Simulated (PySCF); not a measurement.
## Spinor energies of Mo³⁺ (molybdenum, charge +3)

Start: [Kr] 4d3; 4d3/2 filled at m_j = -1/2, +1/2, +3/2. Calculated with PySCF 2.14 in x2c-SVPall-2c (6s8p6d1f, 67 functions): generalised Hartree-Fock with the X2C-1e Hamiltonian and a Gaussian nucleus; one run each with spin-orbit coupling (SO) switched off, then screened by Boettger's factors.

| spinor shell | electrons | ε, spin-free (eV) | ε, screened SO (eV) | weight of nominal j (screened SO) | rms radius, screened SO (bohr) |
| --- | --- | --- | --- | --- | --- |
| 1s1/2 | 2 | -20137.6 | -20136.5 | 1.000 | 0.0404 |
| 2s1/2 | 2 | -2947.5 | -2947.1 | 1.000 | 0.166 |
| 2p1/2 | 2 | -2632.8 | -2706.5 | 1.000 | 0.145 |
| 2p3/2 | 4 | -2632.8 | -2598.1 | 1.000 | 0.149 |
| 3s1/2 | 2 | -561.64 | -561.51 | 1.000 | 0.456 |
| 3p1/2 | 2 | -455.49 | -468.11 | 1.000 | 0.454 |
| 3p3/2 | 4 | -455.49 | -449.45 | 1.000 | 0.465 |
| 3d3/2 | 4 | -282.65 | -284.93 | 0.975 | 0.451 |
| 4s1/2 | 2 | -111.57 | -111.51 | 1.000 | 1.18 |
| 4p1/2 | 2 | -79.755 | -84.701 | 0.698 | 1.30 |
| 4p3/2 | 4 | -79.755 | -77.275 | 0.849 | 1.30 |
| 4d3/2 | 3 | -40.277 | -40.311 | 0.648 | 1.73 |

(1) Where does 3d5/2 lie, and what is the 3d spin-orbit splitting (screened SO)?

| quantity | spin-free | screened SO |
| --- | --- | --- |
| E (hartree) | -4043.85839 | -4044.32054 |
| M_J | 3/2 | 3/2 |
| ⟨J²⟩ | 6.757 | 6.410 |
| ⟨L²⟩ | 12.006 | 11.977 |
| ⟨S²⟩ | 3.751 | 3.738 |

The determinant has a definite M_J but mixes levels of different J.

Each row is a mean over spinors that exchange with the open shell spreads, by up to 4.530 eV (4s1/2).

Rows whose weight is well below 1 are mixtures of j = l ± 1/2: exchange outweighs spin-orbit coupling there, and the label is only the starting occupation.

Breit and QED terms are absent; they matter most for the inner s and p1/2 levels.

Densities and radii are taken from the X2C orbitals without a picture-change correction, which distorts them close to the nucleus.

Without spin-orbit coupling the j labels of p, d and f shells carry no meaning; the spin-free column gives the mean over the occupied spinors of each nl shell, and its ⟨J²⟩ belongs to a mixture of degenerate components.

## Answers

(1) At -280.97 eV, 3.955 eV above 3d3/2.
